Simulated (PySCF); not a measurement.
# How the method changes the constants of SnS⁺

State: ²Π (doublet), unpaired electrons π ↑. Set-up: basis Sn cc-pVDZ-PP with ECP28, S cc-pV(D+d)Z; scalar-relativistic core potentials; PySCF 2.14. De refers to Sn⁺ + S in their high-spin ground configurations, without counterpoise correction. The functionals are run spin-unrestricted. A positive dipole points towards S; it is taken about the centre of mass and depends on that origin.

```csv
Level,Re (Å),ωe (cm⁻¹),De (eV),μ (D)
UHF,2.382,397,1.52,-2.00
UHF-MP2,2.390,392,2.59,n/a
UHF-SCS-MP2,2.394,388,2.51,n/a
UHF-CCSD,2.398,383,2.46,n/a
UHF-CCSD(T),2.409,373,2.60,n/a
PBE,2.420,364,3.35,-1.21
revPBE,2.431,358,3.13,-1.30
TPSS,2.417,366,3.20,-1.33
r²SCAN,2.399,377,3.18,-1.30
PBE0,2.390,385,3.05,-1.45
B97-3,2.406,379,3.07,-1.69
```

(1) Which functional lies closest to UHF-CCSD(T) in De, which farthest, and by how much do they differ from it?

(2) What does a quarter of exact exchange do here, going from PBE to PBE0?

(3) What does second-order correlation do here, going from UHF to UHF-MP2?

Correlated steps freeze 9 core orbitals. Correlated levels converge slowly with the basis: in double zeta they bind strong bonds too weakly, by up to about 1 eV, and carry superposition errors of some tenths. Spin–orbit coupling is left out, which matters for elements this heavy, above all for dissociation energies. For an ion De counts to the pair picked by the measured ionisation energies or electron affinities, which need not be the lowest pair at this level. The state is the lowest determinant that a PBE0 search found; another state may lie lower at other levels.

The whole job (state search and all levels along the bond) took about 2.1 min on 1 thread of Intel Xeon Platinum 8175M @ 2.50GHz (shared host), peak memory 0.52 GiB.

Results:

(1) Closest is PBE0 (-1.9 pm in Re, +3.2 % in ωe, +0.45 eV in De against UHF-CCSD(T) in the same basis), farthest PBE (+1.1 pm in Re, -2.4 % in ωe, +0.75 eV in De). CCSD(T) converges more slowly with the basis than the functionals do and binds too weakly in this one, so the order can change at the basis-set limit.

(2) PBE0 less PBE: -3.0 pm in Re, +5.8 % in ωe, -0.30 eV in De. Exact exchange removes part of the self-interaction that spreads semilocal densities, and in most molecules shortens and stiffens the bond and lowers De; so it does here.

(3) UHF-MP2 less UHF: +0.8 pm in Re, -1.3 % in ωe, +1.07 eV in De. Correlation nearly always deepens the well. The bond lengthens, as in strong covalent bonds, where excitations into antibonding orbitals dominate.
